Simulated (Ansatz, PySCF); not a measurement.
Dissociation curve of LiNa, singlet.

Levels of theory: UHF/LANL2DZ = unrestricted Hartree-Fock/LANL2DZ, with its core potentials past Ne (PySCF); UKS-PBE = unrestricted PBE/aug-cc-pVTZ (Ansatz, an electronic-structure program); UMP2 = MP2 on UHF/aug-cc-pVTZ, frozen core (Ansatz); FCI = full CI/aug-cc-pVTZ, frozen core (Ansatz).

Energies relative to the lowest point of each curve near equilibrium, in kcal/mol:

```tsv
R / Å	UHF/LANL2DZ	UKS-PBE	UMP2
2.32	13.1	7.3	9.6
2.64	5.2	1.2	1.5
2.72	3.9	0.6	0.4
2.93	1.6	0.0	0.0
3.11	0.5	0.5	0.6
3.21	0.2	1.0	1.1
3.38	0.0	2.2	2.1
3.62	0.1	4.4	3.7
5.81	2.1	17.5	10.3
6.38	2.2	18.2	10.6
7.21	2.3	18.5	10.7
7.93	2.3	18.6	10.8
```

### Question
Predict the corresponding FCI column.

### Answer
2.32: 8.4; 2.64: 1.7; 2.72: 0.9; 2.93: 0.0; 3.11: 0.3; 3.21: 0.8; 3.38: 1.9; 3.62: 4.0; 5.81: 18.1; 6.38: 19.0; 7.21: 19.5; 7.93: 19.6 (kcal/mol).

The unrestricted determinant behind UHF/LANL2DZ, UMP2 is spin-contaminated at 2.32 to 8.90 Å (<S²> up to 1.0, against 0.00 for a pure singlet). The unrestricted determinant behind UKS-PBE is spin-contaminated at 3.90 to 8.90 Å (<S²> up to 1.0, against 0.00 for a pure singlet).
